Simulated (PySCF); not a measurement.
Identify the unknown among the candidates.

All candidates are C5H5FP2.

| technique | computed result |
| --- | --- |
| Rotational structure | rotational constants A, B, C: 2.290, 1.325, 0.844 GHz [GFN2-xTB] |
| UV, strongest line | among the 8 lowest singlet transitions: S6 at 5.36 eV (231 nm, f = 0.376) [TDDFT CAM-B3LYP/def2-SVPD] |
| 13C NMR | chemical shifts (computed TMS as zero) by class: 255.9 (1 C), 182.3 (1 C), 164.1 (1 C), 138.6 (1 C), 29.6 (1 C) ppm [GIAO PBE0/pcSseg-1] |
| Polarisability | 108.2 au [CAM-B3LYP/def2-SVPD] |
| Dipole | 3.48 D [CAM-B3LYP/def2-SVPD] |
| UV, first state | lowest singlet excitation: 4.12 eV (301 nm, f = 0.003) [TDDFT CAM-B3LYP/def2-SVPD] |

Electronic properties: PySCF, gas phase, density fitting. Levels stand in brackets. Geometry: GFN2-xTB; no solvent, vibrations or thermal averaging. Each NMR value is the plain mean over a class of atoms that symmetry, rotation or inversion makes alike.

Question: Which candidate is it?
A. `Cc1pcpcc1F`
B. `Cc1cpc(F)pc1`
C. `Cc1cpcpc1F`
D. `Cc1ccpc(F)p1`
E. `Cc1cpcc(F)p1`

Answer: D. It is `Cc1ccpc(F)p1`. Numbering: `[CH3:1][c:2]1[cH:3][cH:4][p:5][c:6]([F:7])[p:8]1`. 5 carbons fall into 5 classes; from least to most shielded: aromatic C–F carbon [C6] (255.9 ppm), substituted aromatic carbon [C2] (182.3 ppm), aromatic CH carbon [C4] (164.1 ppm), aromatic CH carbon [C3] (138.6 ppm), benzylic-type carbon [C1] (29.6 ppm). The optimised geometry has point group Cs and is an asymmetric top.

The others, at the same levels:
- `Cc1pcpcc1F` fails: its computed 13C shifts are 189.6 (1 C), 171.9 (1 C), 164.5 (1 C), 148.7 (1 C), 23.4 (1 C) ppm and rotational constant A is 2.078 GHz (against 2.290 GHz).
- `Cc1cpcc(F)p1` fails: its computed 13C shifts are 209.8 (1 C), 188.2 (1 C), 162.4 (1 C), 146.6 (1 C), 30.3 (1 C) ppm and rotational constant A is 1.842 GHz (against 2.290 GHz).
- `Cc1cpc(F)pc1` fails: it has 4 carbon classes against 5; its computed 13C shifts are 252.3 (1 C), 164.7 (2 C), 145.9 (1 C), 30.5 (1 C) ppm and rotational constant A is 2.454 GHz (against 2.290 GHz).
- `Cc1cpcpc1F` fails: its computed 13C shifts are 208.9 (1 C), 193.9 (1 C), 168.0 (1 C), 139.7 (1 C), 23.5 (1 C) ppm, strongest line among the 8 lowest singlet transitions is S6 at 5.57 eV (223 nm, f = 0.386) (against S6 at 5.36 eV) and rotational constant A is 2.086 GHz (against 2.290 GHz).
